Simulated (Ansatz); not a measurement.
Compare A (`O[CH]1[S][GeH2]1`) with its isomer B (`C[S][Ge][OH]`).

Computed with Ansatz on PBE0-D4/def2-TZVP structures; ΔE is electronic, products minus reactants. CCSD(T)/CBS adds triple-zeta CCSD(T) − MP2 to the extrapolated MP2 energy (def2 sets, frozen cores). Functionals use def2-TZVPP. B3LYP here is the variant with VWN-RPA as its local correlation; programs differ in this. For Ge outer-core shells are correlated without core-valence functions, which leaves a few kJ/mol of doubt a bond. Scalar relativity is left out up to krypton. Each species was taken in one conformer, which may not be the lowest.

A:

Z-matrix (Å, degrees):
```
C
S 1 1.820
Ge 1 1.960 2 71.1
O 1 1.390 2 113.2 3 115.9
H 1 1.090 2 112.4 3 -113.1
H 3 1.527 1 117.8 2 101.4
H 3 1.530 1 122.9 2 -99.2
H 4 0.963 1 108.1 2 -174.0
```

B:

```xyz
8

C     1.443    0.251    0.588
S     0.178    0.343   -0.707
Ge   -1.535   -0.652    0.334
O    -2.744   -0.536   -0.974
H     2.296   -0.314    0.216
H     1.764    1.260    0.848
H     1.056   -0.239    1.484
H    -2.457   -0.113   -1.789
```

Question: Which isomer does CCSD(T)/CBS put lower? Give the gap. (Estimate.)

Answer: Computed: B, by 218.6 kJ/mol.

Question: Give E(B) − E(A) in kJ/mol with PBE-D4, PBE0-D4, B3LYP, ωB97M-V, B3LYP-D4, MP2/def2-TZVPP, HF/def2-TZVPP. (Best estimate.)

Answer: Ansatz gave: PBE-D4 -217.6, PBE0-D4 -211.5, B3LYP -239.8, ωB97M-V -225.9, B3LYP-D4 -240.1, MP2/def2-TZVPP -208.4, HF/def2-TZVPP -238.1. None reverses the order clearly.

Largest T1 diagnostic: 0.014.

From PBE to PBE0 (25 % exact exchange), in def2-TZVPP and without D4, E(B) − E(A) moves by +6.2 kJ/mol. In def2-TZVPP, CCSD(T) changes the Hartree–Fock value by +27.9 kJ/mol (the triples alone add +3.5 kJ/mol) and MP2 by +29.7 kJ/mol.
